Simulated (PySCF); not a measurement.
Sn (tin, neutral) across methods

[Kr] 4d10 5s1 5p2 6s1, high-spin 5P determinant (an excited configuration). Calculation: PySCF 2.14, in aug-cc-pVDZ-PP with ECP28MDF; scalar relativity through the core potential.

| method | E (hartree) | mean ε 5s α (eV) | mean ε 5p α (eV) | mean ε 6s α (eV) | Σ⟨r²⟩ (bohr²) | ⟨S²⟩ |
| --- | --- | --- | --- | --- | --- | --- |
| PW91 | -213.9515 | -15.062 | -7.308 | -1.792 | 87.12 | 6.001 |
| BLYP | -213.8113 | -14.750 | -6.973 | -1.543 | 87.35 | 6.001 |
| r2SCAN | -213.9575 | -15.618 | -7.677 | -1.752 | 87.58 | 6.003 |
| UHF | -213.03030 | -20.390 | -10.956 | -2.838 | 89.57 | 6.003 |
| TPSS | -213.7840 | -15.041 | -7.308 | -1.726 | 87.77 | 6.001 |
| LDA | -213.5155 | -15.236 | -7.351 | -1.857 | 86.79 | 6.001 |
| PBE | -213.8677 | -14.980 | -7.257 | -1.767 | 87.29 | 6.001 |
| PBE0 | -213.8874 | -16.510 | -8.307 | -2.111 | 87.70 | 6.001 |

Energies and moments cover only the electrons outside the core potential. The outer electron is Rydberg-like, and this basis confines it to a smaller radius and binds it less than a complete one would.
